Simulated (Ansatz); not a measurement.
One change: `C=[C]([GeH3])[SeH]` becomes `C=[C]([SiH3])[GeH3]`.

Ansatz, PBE0-D4/def2-TZVP geometries, multiplicity 1. Each molecule was computed in one conformer, which needn't be the lowest.

Scalar relativity is left out up to krypton.

```
                                          property  `C=[C]([GeH3])[SeH]`
                LUMO energy (PBE0/def2-TZVPP) / eV                 -0.51
                 HOMO energy (PBE/def2-TZVPP) / eV                 -5.47
               HOMO–LUMO gap (PBE/def2-TZVPP) / eV                  4.02
size of the dipole moment (ωB97M-V/def2-TZVPP) / D                  0.75
    size of the dipole moment (PBE/def2-TZVPP) / D                  0.60
               HOMO energy (B3LYP/def2-TZVPP) / eV                 -6.30
```

**Question.** What does the change do to each property? (An estimate is asked.)

**Answer.** The calculation gave: 
```json
{"property": "LUMO energy (PBE0/def2-TZVPP) / eV", "`C=[C]([SiH3])[GeH3]`": "-0.78", "shift": "-0.27"}
{"property": "HOMO energy (PBE/def2-TZVPP) / eV", "`C=[C]([SiH3])[GeH3]`": "-6.96", "shift": "-1.49"}
{"property": "HOMO–LUMO gap (PBE/def2-TZVPP) / eV", "`C=[C]([SiH3])[GeH3]`": "5.19", "shift": "1.17"}
{"property": "size of the dipole moment (ωB97M-V/def2-TZVPP) / D", "`C=[C]([SiH3])[GeH3]`": "0.78", "shift": "0.03"}
{"property": "size of the dipole moment (PBE/def2-TZVPP) / D", "`C=[C]([SiH3])[GeH3]`": "0.72", "shift": "0.12"}
{"property": "HOMO energy (B3LYP/def2-TZVPP) / eV", "`C=[C]([SiH3])[GeH3]`": "-7.84", "shift": "-1.54"}
```

With PBE0 the HOMO falls by 1.55 eV and the LUMO falls by 0.27 eV, so the gap widens by about 1.28 eV. PBE moves the HOMO by -1.49 eV and ωB97M-V by -1.63 eV. Dipoles are sizes alone; their direction can turn.

B3LYP here is the variant with VWN-RPA as its local correlation; programs differ in this.

Spin–orbit coupling is left out; it splits and shifts lone-pair levels of the heavy atoms by tenths of an eV.
